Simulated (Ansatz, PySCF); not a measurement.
AsF3, charge +1, doublet, at a GFN2-xTB geometry (a state made from the parent by changing its charge; the spin is typed, not shown lowest). Base run: B3LYP/STO-3G in PySCF.

The PySCF input:
```python
from pyscf import gto, scf, dft

mol = gto.M(
    atom='''
F    -0.86383509   -1.20521111   -0.44452213
As    0.01084277   -0.00481260    0.37118157
F     1.46023873   -0.12505297   -0.49840690
F    -0.63616046    1.34791028   -0.41807005
''',
    basis='sto-3g',
    charge=1,
    spin=1,
    verbose=4,
)

mf = dft.UKS(mol)
mf.xc = 'b3lyp'
mf.kernel()
```

The same geometry, method and basis name were run in Ansatz (an electronic-structure program) and PySCF, at each program's defaults and at the settings that a row names. The base is PySCF at its defaults. Differences at the defaults can come from grids, fitting, cores and function types together.

| code and settings | ΔE vs base (mEh) | basis functions | E (Eh) | SCF cycles |
|---|---|---|---|---|
| PySCF, defaults (exact integrals, its default grid, spherical functions) | 0.000 | 33 | -2505.44273 | 9 |
| Ansatz, defaults (factorised integrals, its default grid, spherical functions) | 0.005 | 33 | -2505.44272 | - |
| PySCF, density fitting with def2-universal-jkfit | -2.435 | 33 | -2505.44516 | 9 |
| PySCF, fine grid | 0.002 | 33 | -2505.44273 | 9 |
| Ansatz, high accuracy | 0.004 | 33 | -2505.44272 | - |

Open shells are given as the SCF converged; they aren't shown to be the lowest states, and a large step between rows can be another state.
